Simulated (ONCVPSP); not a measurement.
**PBE ONCV dataset for As (Z = 33), scalar-relativistic all-electron reference.**

arsenic, optimised norm-conserving Vanderbilt (ONCV), made with ONCVPSP 4.0.1 (PBE, scalar-relativistic). Core [Ne], reference 3s2 3p6 3d10 4s2 4p3. Waves: 3s+4s: rc 0.90 bohr, ncon 4, nbas 9, qcut 12.3 1/bohr, 2 projectors; 3p+4p: rc 0.90 bohr, ncon 3, nbas 6, qcut 13.9 1/bohr, 2 projectors; 3d: rc 0.65 bohr, ncon 5, nbas 10, qcut 23.5 1/bohr, 2 projectors, debl 0.7 Ha. Local part: polynomial inside 0.55 bohr (lpopt 5, dvloc0 0 Ha). Core correction: none.

In the d channel the program set the typed energies aside and used -1.494, 0.250 Ha.

All-electron outer shells of the reference configuration (PBE, scalar-relativistic, ld1.x):

```csv
shell,level (eV),outermost node (bohr),outermost maximum (bohr)
2s,-1486.76,0.06,0.17
2p,-1303.65,–,0.14
3s,-190.31,0.25,0.52
3p,-133.68,0.22,0.52
3d,-40.65,–,0.47
4s,-14.49,0.73,1.61
4p,-5.19,0.78,2.00
```

Calculated quality:

| Quantity | Value |
| --- | --- |
| Cutoffs needed | 229 Ha and 257 Ha (the cutoffs (Ha) at which the residual kinetic energy of the hardest occupied pseudo-wave falls to 1 and 0.1 mHa per electron) |
| Ghost test | no bound ghost flagged; no localised positive-energy state flagged |
| Largest excitation error | -2.8 meV (all-electron minus pseudo) for 3s2 3p6 3d10 4s2 4p0, out of 4 test configurations |

Generation and tests took about 4.7 s on one core of a shared server CPU.
